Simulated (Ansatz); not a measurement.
Consider the formal exchange of groups at a Te–As bond: `N[AsH][TeH]` + `C[SiH2]F` → `F[SiH2]C[TeH]` + `N[AsH2]`.

Gas-phase electronic energies from Ansatz, PBE0-D4/def2-TZVP geometries. CBS: MP2 limit from def2 TZ/QZ plus the TZ coupled-cluster correction, frozen cores. DFT in def2-TZVPP. Elements past krypton have def2 core potentials. For As, Te outer-core shells are correlated without core-valence functions, which leaves a few kJ/mol of doubt a bond. Scalar relativity is left out up to krypton. Each species was taken in one conformer, which may not be the lowest.

```csv
species,ωB97M-V energy (Eh)
`N[AsH][TeH]`,-2560.91450
`C[SiH2]F`,-430.51204
`F[SiH2]C[TeH]`,-698.50052
`N[AsH2]`,-2292.88734
```

Problem. Work out ΔE.

Solution. ΔE = (-698.50052) + (-2292.88734) − (-2560.91450) − (-430.51204) = 0.03868 Eh = +24.3 kcal/mol. CCSD(T)/CBS gives +23.7 kcal/mol.

Largest T1 diagnostic among the species: 0.012.

From PBE to PBE0 (25 % exact exchange), in def2-TZVPP and without D4, ΔE moves by −0.8 kcal/mol. In def2-TZVPP, CCSD(T) changes the Hartree–Fock value by −2.6 kcal/mol (the triples alone add +0.1 kcal/mol) and MP2 by −1.6 kcal/mol.
